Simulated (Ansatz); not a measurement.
The same path of ClHS2Si (5 atoms, charge 0, multiplicity 1) was run twice with different band settings. Lost on the way: Si2–H5. Made: S4–H5.

Theory: Ansatz 0.2.0, RKS PBE-D4/def2-SVP.

Relaxed end points:

```xyz
5
Properties=species:S:1:pos:R:3
Cl 1.360 -0.134 1.698
Si 0.014 0.257 0.188
S -1.250 -1.293 -0.500
S 0.407 -0.461 -1.762
H -0.532 1.630 0.376
```

```xyz
5
Properties=species:S:1:pos:R:3
Cl 1.766 -0.853 1.621
Si -0.088 0.146 1.289
S -1.021 -1.125 -0.368
S 0.149 0.429 -1.181
H -0.807 1.402 -1.362
```

Common settings: movable images 9; climbing image yes; spring 5.0 eV/Å²; start path through a guess of the saddle point; force threshold 0.05 eV/Å; iteration limit 60; end points relaxed.

| run | optimiser |
| --- | --- |
| 1 | quadratic models (default) |
| 2 | fire |

**Question.** What does each run give, and how far can it be trusted?

**Answer.** Run 1: converged after 7 iterations, highest image 1.468 eV above the first end. A vibrational analysis at the climbing image gives one clearly imaginary mode, 667i cm⁻¹: a first-order saddle point.
Run 2: converged after 23 iterations, highest image 1.468 eV above the first end. Another band between the same ends (9 images) ends at a top of the same energy, where a vibrational analysis finds 1 clearly imaginary mode.
The orbitals stay closed-shell, which can raise the energy where a bond breaks towards radicals; this wasn't checked here.
